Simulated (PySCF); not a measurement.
SMILES CO[SiH2][Si](C)(C)C (GFN2-xTB optimised geometry):

```
21

C      2.109    -2.037    -0.001
O      1.259    -0.935     0.000
Si    -0.370    -0.935     0.000
Si    -0.785     1.337     0.000
C     -0.085     2.228    -1.545
C     -0.084     2.230     1.544
C     -2.677     1.600    -0.001
H      1.943    -2.654    -0.887
H      3.139    -1.676    -0.003
H      1.946    -2.654     0.885
H     -0.858    -1.716    -1.153
H     -0.859    -1.719     1.152
H     -0.284     3.296    -1.523
H     -0.523     1.833    -2.457
H      0.991     2.095    -1.617
H     -0.273     3.300     1.514
H      0.989     2.087     1.622
H     -0.532     1.845     2.456
H     -3.139     1.146    -0.872
H     -2.934     2.654    -0.008
H     -3.139     1.159     0.877
```

Calculation: B3LYP/def2-SVP (PySCF).

Question: What are the frontier orbital energies and the dipole moment?

Answer: HOMO-2 -8.12 eV, HOMO-1 -7.55 eV, HOMO -7.30 eV, LUMO 0.17 eV, LUMO+1 0.83 eV; dipole moment 0.39 D.

Meta-Löwdin charges at B3LYP/def2-SVP: C1 -0.06, O2 -0.61, Si3 0.62, Si4 0.68, C5 -0.52, C6 -0.52, C7 -0.53, H8 0.09, H9 0.10, H10 0.09, H11 -0.14, H12 -0.14, H13 0.11, H14 0.10, H15 0.11, H16 0.11, H17 0.11, H18 0.10, H19 0.10, H20 0.10, H21 0.10.
